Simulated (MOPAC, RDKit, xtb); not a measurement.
Complex: CH3F (SMILES CF) (first 5 atoms) with H4OSi (SMILES O[SiH3]); geometry from B3LYP-D3(BJ)/def2-TZVP, rigid monomers moved along the line of their centres of mass till F2···H8 is 1.74 Å.
(charge 0, multiplicity 1):
```json
[
 {"atom": "C", "x (Å)": "-0.5259", "y (Å)": "-0.4380", "z (Å)": "-0.3576"},
 {"atom": "F", "x (Å)": "0.6257", "y (Å)": "0.2779", "z (Å)": "0.0052"},
 {"atom": "H", "x (Å)": "-1.3962", "y (Å)": "0.1694", "z (Å)": "-0.1141"},
 {"atom": "H", "x (Å)": "-0.4757", "y (Å)": "-0.6335", "z (Å)": "-1.4274"},
 {"atom": "H", "x (Å)": "-0.5401", "y (Å)": "-1.3695", "z (Å)": "0.2064"},
 {"atom": "O", "x (Å)": "0.0175", "y (Å)": "0.8709", "z (Å)": "2.5206"},
 {"atom": "Si", "x (Å)": "0.3738", "y (Å)": "-0.4086", "z (Å)": "3.4936"},
 {"atom": "H", "x (Å)": "0.3820", "y (Å)": "0.8653", "z (Å)": "1.6265"},
 {"atom": "H", "x (Å)": "-0.0367", "y (Å)": "-1.6953", "z (Å)": "2.8705"},
 {"atom": "H", "x (Å)": "-0.3836", "y (Å)": "-0.2077", "z (Å)": "4.7458"},
 {"atom": "H", "x (Å)": "1.8238", "y (Å)": "-0.4993", "z (Å)": "3.7973"}
]
```

Counterpoise-corrected where a basis set is named; no monomer relaxation.

The state reached by PM6 isn't checked.

Programs: MOPAC for PM6 (differences of heats of formation); RDKit for the force fields; xtb for the GFN methods. Values without a source in brackets are computed.

**Question.** One of these levels gives -3.10 kcal/mol for the interaction energy. Which one is it?
A. GFN-FF
B. PM6
C. MMFF94
D. GFN1-xTB

**Answer.** D, GFN1-xTB. The others give -3.54 (MMFF94), -2.52 (GFN-FF), 3.23 (PM6)
